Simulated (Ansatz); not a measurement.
A search over several starts for the lowest SCF solution of Ag3S⁺ at the given spin, in a small basis.

```yaml
crystal:
  periodic: [false, false, false]
  atoms:
    - {symbol: Ag, position_ang: [1.959192, -0.747787, 0.280984]}
    - {symbol: Ag, position_ang: [-1.618911, -1.345933, 0.210274]}
    - {symbol: Ag, position_ang: [-0.350383, 2.049774, 0.392609]}
    - {symbol: S, position_ang: [0.010103, 0.043947, -0.883867]}
basis:
  gaussian: {orbitals: def2-SVP}
total_charge: 1
magnetization: {spin_polarized: true, initial_magnetization: 0}
hamiltonian: {xc: pbe0, dispersion: d4}
output: {orbitals: {seedname: orbitals}}
```

```sh
$ ansatz run in.yaml --threads 4 --pin off --events-out ev --progress --plain --max-ram 3916MiB
```

Output, abridged:

```
Functional definition: PBE0
1142 factors; integrals over basis functions are off by at most 5.3e-4 eV
mean field evaluation 1: about -22811.5155 eV, gradient 4.3e1 eV
mean field evaluation 2: about -22802.7705 eV, gradient 6.6e1 eV
mean field evaluation 4: about -22820.0507 eV, gradient 4.0e0 eV
mean field evaluation 8: about -22820.2762 eV, gradient 1.6e-1 eV
mean field evaluation 16: about -22820.2764 eV, gradient 2.5e-5 eV
mean field -22820.27639252 eV, -838.6296892863 hartree, gradient 2.6e-5 eV, S^2 0.000000; 0 other end points of the search recorded, 0 dependent functions left out
reference -22820.27644770 eV, -838.6296913139 hartree; 36, 36 occupied and 75, 75 virtual orbitals, 1142 factors
Total energy: -22820.46173387 eV, -838.6365004553 hartree
```

Hardware: 4 threads of Intel Xeon on a shared host. Wall time 8 s.

In the def2 sets Ag takes a core potential; there is no spin–orbit coupling. The structure comes from a short search, and lower isomers may exist.
